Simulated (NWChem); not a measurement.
**Spin states of iodine (I2)**

```xyz
2

I      0.0000     0.0000     1.3412
I      0.0000     0.0000    -1.3412
```
Charge 0, spin multiplicity 1.

All runs are NWChem calculations. All single points use one geometry, from PBE0/def2-SVP with def2 effective core potentials on I, a minimum by its harmonic frequencies.

Basis set: def2-SVP. The gap is E(triplet) − E(singlet) at the geometry of the singlet, so a negative value puts the higher spin lower. Open shells are unrestricted, coupled cluster uses restricted open-shell references, and the singlet is the closed-shell solution. The triplet is the single determinant that the SCF runs reached, with unpaired electrons in orbitals of symmetry b1u and b2g (D2h labels); it need not be the lowest triplet, which in molecules with degenerate π orbitals can need several determinants.

Effective core potentials replace the inner electrons of I; spin-orbit coupling is left out. The correlated methods keep 8 core orbitals frozen. B3LYP has NWChem's definition, with VWN1-RPA local correlation. No SCF solution was tested for a lower state. Open-shell Hartree-Fock references start from PBE0 orbitals. Coupled-cluster values serve here as a point of comparison, not as the truth.

Q: Order these methods by the vertical singlet-triplet gap they give, lowest first: B3LYP, B2PLYP, CR-CCSD(T).

A: B3LYP (38.0 kcal/mol), B2PLYP (40.2 kcal/mol), CR-CCSD(T) (43.7 kcal/mol)
